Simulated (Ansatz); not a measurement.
## Group exchange: C2H6Cl2Si + CH7NSi → CH6Cl2Si2 + C2H7N

Species: C2H6Cl2Si `CC[SiH](Cl)Cl`, singlet; CH7NSi `CN[SiH3]`, singlet; CH6Cl2Si2 `[SiH3]C[SiH](Cl)Cl`, singlet; C2H7N (dimethylamine) `CNC`, singlet. The partners trade CH3 for SiH3: C–CH3 and N–SiH3 bonds give way to C–SiH3 and N–CH3.

Shapes, held fixed at every level: PBE0-D4/def2-TZVP. Flexible molecules stand in one conformer, not always the lowest. Programs: Ansatz 0.2.0. Electronic energies: no zero-point or thermal term.

| level | kind | ΔE (kJ/mol) | less CCSD(T)/CBS estimate |
| --- | --- | --- | --- |
| SPW92/def2-TZVPP | LDA | +52.2 | -6.9 |
| PBE-D4/def2-TZVPP | GGA | +51.9 | -7.2 |
| B3LYP-D4/def2-TZVPP | global hybrid | +59.2 | +0.1 |
| PBE0-D4/def2-TZVPP | global hybrid | +54.2 | -4.9 |
| wB97M-V/def2-TZVPP | range-separated hybrid | +58.2 | -0.9 |
| wB97X-V/def2-TZVPP | range-separated hybrid | +57.4 | -1.7 |
| CCSD(T)/def2-TZVPP | coupled cluster or CI | +57.7 | -1.4 |
| CCSD(T)/CBS estimate | coupled cluster or CI | +59.1 | 0.0 |

The highest level, CCSD(T)/CBS estimate, gives ΔE = +59.1 kJ/mol; the levels span +51.9 to +59.2. The column of differences is taken from that level and isn't an error. No measured value is set beside it here. The CBS estimate extrapolates MP2 from def2-TZVPP and def2-QZVPP and adds CCSD(T) − MP2 in the triple-zeta set, cores frozen.
